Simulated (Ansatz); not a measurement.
Geometry optimisation, RKS PBE0-D4/6-31G (Ansatz).

input.yaml

```yaml
crystal:
  periodic: [false, false, false]
  atoms:
    - { symbol: C, position_ang: [-1.6843, -1.2415, 0.43] }
    - { symbol: C, position_ang: [-0.6977, -0.4685, -0.0131] }
    - { symbol: C, position_ang: [0.7492, -0.5484, 0.4322] }
    - { symbol: Si, position_ang: [1.0422, 0.8153, -0.777] }
    - { symbol: O, position_ang: [1.1931, 2.3358, -0.2323] }
    - { symbol: O, position_ang: [-0.6552, 0.4912, -0.9041] }
    - { symbol: H, position_ang: [-1.5716, -1.9552, 1.1819] }
    - { symbol: H, position_ang: [-2.682, -1.0139, -0.0034] }
    - { symbol: H, position_ang: [0.9772, -0.2725, 1.5329] }
    - { symbol: H, position_ang: [1.303, -1.4824, 0.2358] }
    - { symbol: H, position_ang: [2.09968, 2.45886, -0.61055] }
    - { symbol: H, position_ang: [0.4093, 2.7673, 0.1577] }
basis:
  gaussian: { orbitals: "6-31G" }
hamiltonian:
  xc: pbe0
  dispersion: d4
relax:
  f_tol: 0.02
  max_steps: 50
output:
  orbitals: {}
```

Run as:

```bash
$ ansatz run input.yaml --threads 1 --pin off --max-ram 2048MiB --backend cpu --events-out ev --progress --plain --runs-dir out
```

Q: Where does it end, and by what steps?

A: The forces met the threshold. Limits of this set-up: no polarisation functions. After 14 steps the energy has fallen by 3.141 eV; H11 moved furthest, 0.91 Å.

| step | energy less start (eV) | largest force component (eV/Å) | accepted |
| --- | --- | --- | --- |
| 0 | 0.0000 | 6.787 | yes |
| 1 | -1.6416 | 3.832 | yes |
| 2 | -2.5766 | 1.897 | yes |
| 3 | -2.8927 | 0.791 | yes |
| 4 | -3.0214 | 0.922 | yes |
| 5 | -3.0640 | 1.002 | yes |
| 6 | -3.0867 | 0.648 | yes |
| 7 | -3.1051 | 0.559 | yes |
| 8 | -3.1174 | 0.723 | yes |
| 9 | -3.1285 | 0.564 | yes |
| 10 | -3.1370 | 0.271 | yes |
| 11 | -3.1374 | 0.407 | yes |
| 12 | -3.1392 | 0.138 | yes |
| 13 | -3.1411 | 0.059 | yes |
| 14 | -3.1413 | 0.015 | yes |

```xyz
12
Properties=species:S:1:pos:R:3
C -1.683 -0.949 0.493
C -0.538 -0.448 0.033
C 0.909 -0.700 0.396
Si 1.413 0.425 -1.161
O 1.090 2.178 -0.089
O -0.456 0.494 -1.022
H -1.685 -1.658 1.312
H -2.632 -0.663 0.055
H 1.208 -0.272 1.360
H 1.211 -1.751 0.367
H 1.541 3.030 -0.182
H 0.106 2.200 -0.132
```

The run took 41 s on 1 thread of Intel(R) Xeon(R) 6975P-C (Granite Rapids), on a shared host, peak memory 0.18 GiB.
